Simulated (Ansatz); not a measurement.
Born–Oppenheimer molecular dynamics of a periodic cell of 40 atoms, CF4 (packed as 8 CF4, density as packed 1.61 g/cm³ with natural masses). It starts from a partly relaxed structure (largest force component 0.27 eV/Å).

The calculation used DFT LDA, scalar-relativistic, plane waves, PAW (Ansatz 0.2.0). Settings: accuracy low, cutoff 420 eV, k mesh 1x1x1, fermi-dirac smearing 0.02 eV, no spin polarisation.

- ensemble: NVT, Langevin thermostat
- time step: 1 fs
- steps asked: 300
- set temperature: 400 K
- friction: 0.02 /fs
- seed: 787533

Frames 2 fs apart, positions in Å, forces in eV/Å.

Velocities at 30 fs (Å/ps):

```
C 1.06 -1.91 2.51
F 6.02 -2.50 4.07
F 5.69 -2.71 -9.04
F -2.23 -1.34 -1.63
F -1.83 3.06 4.17
C -1.09 3.11 -1.79
F -4.74 -0.21 1.19
F 5.50 4.36 -0.52
F -2.32 0.33 -1.84
F 5.19 -2.27 0.17
C -4.73 1.90 -3.40
F 1.10 4.65 2.53
F -6.92 -2.28 -2.91
F 1.04 4.42 0.66
F 6.75 -4.71 9.54
C 1.25 -3.79 -8.43
F 0.34 -4.75 -1.67
F -2.30 5.82 1.04
F -1.57 -9.31 3.40
F 3.26 1.72 0.78
C -3.21 3.34 -3.10
F -1.88 0.86 2.08
F -9.48 0.31 -0.86
F -2.06 -1.28 7.69
F -2.03 6.75 3.01
C -0.55 -0.30 -8.33
F -2.45 -4.77 -2.11
F 1.69 2.48 -4.81
F 5.74 -0.33 0.96
F 2.63 -0.55 1.97
C 9.91 0.73 0.13
F -4.08 2.04 -4.01
F -7.74 3.60 7.82
F 5.79 4.36 -4.09
F -5.17 1.56 2.17
C -8.50 -1.48 2.45
F 5.52 6.07 -6.72
F 8.91 -8.37 0.70
F -5.99 -2.54 2.52
F 3.14 0.97 -0.89
```

```xyz
40
Lattice="8.9959 0.0000 0.0000 0.0000 8.9959 0.0000 0.0000 0.0000 8.9959" Properties=species:S:1:pos:R:3:forces:R:3 time_fs=30 energy_less_start_eV=0.899 T=378
C 7.906 3.696 7.515 -0.79 -1.27 -0.71
F 9.020 3.993 8.171 -1.04 -0.39 -0.24
F 6.968 3.076 8.256 1.05 0.92 0.26
F 7.371 4.801 7.016 0.53 -0.56 0.12
F 8.172 2.788 6.539 0.24 1.36 0.57
C 3.136 2.836 1.249 0.34 -0.10 0.56
F 3.632 3.613 2.191 0.13 1.18 -0.43
F 3.882 2.820 0.162 0.10 0.11 0.20
F 3.165 1.651 1.827 -0.83 -0.74 -0.76
F 1.926 3.246 0.900 0.24 -0.50 0.43
C 7.752 7.971 4.252 -0.20 0.87 -1.13
F 8.091 7.447 5.392 0.67 0.15 0.10
F 7.240 9.218 4.469 0.94 -1.55 -0.48
F 8.802 8.037 3.362 -1.61 0.06 1.73
F 6.811 7.200 3.731 0.18 0.44 -0.23
C 7.554 4.437 2.403 0.52 -0.07 0.67
F 8.471 5.050 3.203 -1.32 -1.23 -0.37
F 6.346 4.318 3.023 2.03 0.13 -0.85
F 7.452 5.215 1.348 -0.44 -0.53 -0.04
F 8.018 3.210 2.050 -0.79 1.68 0.58
C 5.858 8.336 8.498 -0.53 0.00 1.43
F 5.836 8.218 9.831 -0.06 0.11 -0.25
F 4.827 7.696 8.005 -0.53 0.06 -0.31
F 5.792 9.624 8.208 0.26 -0.45 -0.31
F 6.936 7.756 8.068 0.86 0.23 -0.56
C 1.912 0.988 6.577 -0.85 -0.12 -0.19
F 1.375 1.414 7.694 -0.28 -0.19 0.69
F 1.186 0.024 6.032 0.03 -0.36 0.35
F 1.855 1.994 5.732 1.07 0.25 -0.28
F 3.113 0.524 6.849 0.07 0.44 -0.53
C 2.110 6.690 0.601 -0.34 0.60 0.16
F 2.984 7.467 1.200 -0.28 0.25 0.93
F 1.124 6.265 1.414 1.29 0.14 -0.41
F 1.541 7.402 -0.349 -0.18 -0.15 -0.46
F 2.807 5.703 0.103 -0.44 -0.78 -0.28
C 2.454 5.709 5.340 -0.43 1.31 0.51
F 3.156 6.727 5.878 -0.57 -0.51 -0.56
F 1.715 5.186 6.302 0.36 -0.44 0.03
F 1.619 6.132 4.406 0.31 0.37 0.01
F 3.286 4.872 4.808 0.32 -0.72 0.04
40
Lattice="8.9959 0.0000 0.0000 0.0000 8.9959 0.0000 0.0000 0.0000 8.9959" Properties=species:S:1:pos:R:3:forces:R:3 time_fs=32 energy_less_start_eV=0.966 T=365
C 7.908 3.692 7.521 -0.60 -0.89 -0.95
F 9.030 3.988 8.178 -1.25 -0.34 -0.31
F 6.978 3.069 8.239 0.65 0.79 0.81
F 7.366 4.799 7.014 0.69 -0.59 0.30
F 8.168 2.797 6.549 0.52 1.09 0.15
C 3.132 2.840 1.245 0.89 -0.28 0.71
F 3.623 3.612 2.195 0.20 1.20 -0.41
F 3.893 2.829 0.161 0.00 0.09 0.33
F 3.158 1.652 1.820 -0.75 -0.78 -0.79
F 1.938 3.242 0.902 -0.37 -0.28 0.17
C 7.744 7.976 4.242 0.38 0.68 -0.25
F 8.094 7.456 5.400 0.60 0.36 -0.23
F 7.226 9.212 4.462 0.87 -1.32 -0.52
F 8.801 8.046 3.365 -1.63 0.08 1.61
F 6.824 7.191 3.748 -0.25 0.17 -0.61
C 7.557 4.431 2.385 0.36 -0.17 1.81
F 8.470 5.039 3.197 -1.20 -1.11 -0.35
F 6.343 4.327 3.023 2.09 -0.01 -0.97
F 7.450 5.198 1.354 -0.50 0.03 -0.90
F 8.022 3.215 2.052 -0.76 1.24 0.39
C 5.852 8.343 8.494 -0.73 -0.51 1.74
F 5.832 8.220 9.834 -0.12 0.03 -0.34
F 4.809 7.697 8.004 -0.09 0.26 -0.18
F 5.790 9.619 8.221 0.14 0.06 -0.54
F 6.934 7.769 8.072 0.79 0.10 -0.67
C 1.909 0.989 6.561 -0.44 -0.29 0.58
F 1.370 1.404 7.689 -0.28 -0.14 0.52
F 1.189 0.029 6.024 -0.08 -0.55 0.15
F 1.865 1.993 5.731 1.02 0.51 -0.51
F 3.116 0.524 6.854 -0.18 0.50 -0.69
C 2.130 6.696 0.602 -1.87 0.55 0.09
F 2.975 7.470 1.193 0.32 0.61 1.34
F 1.108 6.272 1.430 1.88 0.39 -0.92
F 1.554 7.408 -0.358 -0.15 -0.33 -0.23
F 2.796 5.707 0.107 -0.13 -1.15 -0.35
C 2.438 5.705 5.343 0.58 1.38 0.13
F 3.164 6.740 5.864 -0.98 -0.87 -0.58
F 1.732 5.168 6.305 0.17 -0.35 0.19
F 1.607 6.130 4.410 0.27 0.27 0.14
F 3.291 4.872 4.804 -0.05 -0.42 0.15
40
Lattice="8.9959 0.0000 0.0000 0.0000 8.9959 0.0000 0.0000 0.0000 8.9959" Properties=species:S:1:pos:R:3:forces:R:3 time_fs=34 energy_less_start_eV=1.120 T=367
C 7.909 3.687 7.523 -0.36 -0.35 -1.05
F 9.037 3.981 8.184 -1.43 -0.29 -0.38
F 6.989 3.060 8.226 0.22 0.66 1.28
F 7.363 4.798 7.009 0.80 -0.68 0.49
F 8.165 2.809 6.556 0.77 0.72 -0.35
C 3.129 2.840 1.245 1.49 -0.22 0.72
F 3.618 3.613 2.203 0.22 1.04 -0.50
F 3.904 2.839 0.157 -0.14 0.06 0.59
F 3.147 1.653 1.811 -0.62 -0.89 -0.73
F 1.952 3.238 0.904 -0.97 -0.05 -0.08
C 7.734 7.983 4.229 0.97 0.42 0.73
F 8.098 7.468 5.407 0.51 0.54 -0.51
F 7.211 9.203 4.454 0.71 -0.97 -0.56
F 8.796 8.054 3.373 -1.51 0.13 1.33
F 6.837 7.181 3.764 -0.72 -0.15 -0.99
C 7.559 4.426 2.372 0.22 -0.25 2.73
F 8.463 5.027 3.193 -0.96 -0.93 -0.24
F 6.345 4.334 3.023 1.97 -0.14 -1.01
F 7.448 5.181 1.358 -0.58 0.62 -1.72
F 8.024 3.222 2.051 -0.66 0.69 0.23
C 5.840 8.347 8.493 -0.51 -0.91 1.82
F 5.829 8.224 9.834 -0.23 -0.06 -0.29
F 4.791 7.701 8.004 0.17 0.33 -0.10
F 5.791 9.612 8.229 -0.01 0.60 -0.71
F 6.933 7.782 8.076 0.58 -0.01 -0.71
C 1.903 0.992 6.547 0.04 -0.52 1.13
F 1.366 1.395 7.682 -0.34 -0.03 0.47
F 1.192 0.036 6.016 -0.23 -0.76 -0.04
F 1.876 1.992 5.726 0.95 0.77 -0.67
F 3.119 0.526 6.859 -0.39 0.56 -0.83
C 2.142 6.705 0.603 -3.02 0.18 -0.26
F 2.963 7.473 1.185 0.98 1.09 1.82
F 1.096 6.279 1.447 2.22 0.57 -1.29
F 1.567 7.412 -0.371 -0.18 -0.47 0.00
F 2.787 5.707 0.110 0.04 -1.32 -0.34
C 2.425 5.700 5.345 1.26 1.55 -0.15
F 3.166 6.753 5.848 -1.27 -1.19 -0.56
F 1.748 5.147 6.308 0.02 -0.24 0.29
F 1.594 6.129 4.415 0.27 0.12 0.27
F 3.293 4.871 4.803 -0.29 -0.23 0.18
40
Lattice="8.9959 0.0000 0.0000 0.0000 8.9959 0.0000 0.0000 0.0000 8.9959" Properties=species:S:1:pos:R:3:forces:R:3 time_fs=36 energy_less_start_eV=1.247 T=347
C 7.905 3.682 7.522 0.00 0.17 -0.92
F 9.042 3.973 8.192 -1.58 -0.24 -0.50
F 7.002 3.054 8.218 -0.26 0.49 1.68
F 7.360 4.799 7.008 0.85 -0.71 0.61
F 8.162 2.822 6.561 1.00 0.34 -0.88
C 3.136 2.841 1.242 1.57 -0.10 0.77
F 3.613 3.616 2.211 0.30 0.85 -0.61
F 3.913 2.849 0.152 -0.14 0.04 0.75
F 3.136 1.653 1.797 -0.40 -1.01 -0.63
F 1.964 3.234 0.907 -1.36 0.16 -0.29
C 7.731 7.989 4.217 1.19 0.14 1.53
F 8.102 7.482 5.412 0.51 0.59 -0.57
F 7.198 9.190 4.446 0.52 -0.50 -0.58
F 8.789 8.061 3.385 -1.18 0.18 0.92
F 6.852 7.169 3.778 -1.09 -0.44 -1.30
C 7.562 4.420 2.364 0.00 -0.21 3.15
F 8.453 5.015 3.186 -0.59 -0.68 0.00
F 6.352 4.337 3.024 1.76 -0.25 -0.99
F 7.448 5.166 1.357 -0.65 1.04 -2.26
F 8.025 3.229 2.048 -0.52 0.08 0.09
C 5.830 8.347 8.496 -0.37 -1.01 1.82
F 5.827 8.233 9.838 -0.34 -0.22 -0.25
F 4.774 7.704 8.005 0.45 0.37 0.02
F 5.792 9.606 8.236 -0.17 1.01 -0.85
F 6.933 7.797 8.081 0.42 -0.20 -0.73
C 1.893 0.996 6.541 0.79 -0.69 1.15
F 1.363 1.386 7.674 -0.52 0.18 0.62
F 1.195 0.043 6.008 -0.40 -0.97 -0.18
F 1.888 1.990 5.716 0.84 0.89 -0.63
F 3.123 0.529 6.862 -0.68 0.62 -0.91
C 2.144 6.712 0.604 -3.51 -0.15 -0.61
F 2.952 7.477 1.181 1.38 1.36 2.08
F 1.086 6.286 1.460 2.37 0.69 -1.55
F 1.577 7.420 -0.386 -0.21 -0.62 0.23
F 2.777 5.705 0.112 0.02 -1.22 -0.23
C 2.417 5.697 5.344 1.52 1.62 -0.28
F 3.163 6.767 5.832 -1.42 -1.40 -0.51
F 1.764 5.127 6.311 -0.06 -0.06 0.26
F 1.580 6.133 4.418 0.36 -0.07 0.44
F 3.293 4.870 4.803 -0.41 -0.08 0.11
40
Lattice="8.9959 0.0000 0.0000 0.0000 8.9959 0.0000 0.0000 0.0000 8.9959" Properties=species:S:1:pos:R:3:forces:R:3 time_fs=38 energy_less_start_eV=1.290 T=348
C 7.901 3.681 7.519 0.43 0.45 -0.62
F 9.045 3.962 8.201 -1.74 -0.14 -0.63
F 7.013 3.047 8.213 -0.68 0.39 1.98
F 7.359 4.797 7.005 0.82 -0.64 0.67
F 8.161 2.831 6.567 1.17 0.00 -1.40
C 3.149 2.841 1.241 1.20 0.15 0.77
F 3.607 3.619 2.220 0.44 0.68 -0.70
F 3.917 2.855 0.149 0.01 0.05 0.79
F 3.126 1.655 1.782 -0.16 -1.25 -0.44
F 1.976 3.232 0.910 -1.52 0.31 -0.42
C 7.733 7.998 4.209 1.06 -0.50 2.15
F 8.108 7.492 5.414 0.55 0.61 -0.54
F 7.191 9.173 4.441 0.24 0.15 -0.56
F 8.781 8.071 3.397 -0.71 0.23 0.42
F 6.863 7.155 3.791 -1.19 -0.51 -1.47
C 7.564 4.412 2.366 -0.22 0.19 2.81
F 8.444 5.004 3.181 -0.21 -0.41 0.28
F 6.363 4.340 3.022 1.40 -0.36 -0.82
F 7.446 5.152 1.352 -0.64 1.14 -2.29
F 8.026 3.237 2.046 -0.33 -0.59 0.00
C 5.819 8.344 8.504 -0.11 -0.91 1.56
F 5.823 8.243 9.842 -0.42 -0.40 -0.11
F 4.758 7.708 8.007 0.67 0.38 0.15
F 5.796 9.601 8.243 -0.34 1.26 -0.93
F 6.933 7.811 8.084 0.20 -0.39 -0.66
C 1.883 1.001 6.536 1.44 -0.89 1.01
F 1.359 1.378 7.664 -0.68 0.38 0.83
F 1.196 0.046 6.001 -0.49 -1.06 -0.26
F 1.902 1.988 5.706 0.72 0.95 -0.57
F 3.128 0.533 6.863 -0.95 0.66 -0.95
C 2.133 6.721 0.601 -3.17 -0.62 -0.77
F 2.942 7.481 1.182 1.40 1.35 2.07
F 1.080 6.295 1.465 2.35 0.79 -1.74
F 1.587 7.429 -0.401 -0.29 -0.73 0.39
F 2.770 5.698 0.113 -0.26 -0.73 -0.02
C 2.415 5.699 5.342 1.44 1.52 -0.25
F 3.160 6.777 5.814 -1.50 -1.51 -0.42
F 1.776 5.108 6.314 0.00 0.22 0.10
F 1.566 6.136 4.421 0.47 -0.22 0.59
F 3.291 4.871 4.803 -0.42 -0.01 0.01
```

Of the whole run (300 fs, mean temperature of the second half 384 K): A run of 0.3 ps of so small a system gives no equilibrium averages. Limits of this set-up: coarse k mesh, low accuracy level.

Time of the run: 9.2 min on 2 threads of Intel(R) Xeon(R) CPU @ 2.60GHz (Ice Lake), on a shared host, peak memory 0.73 GiB.
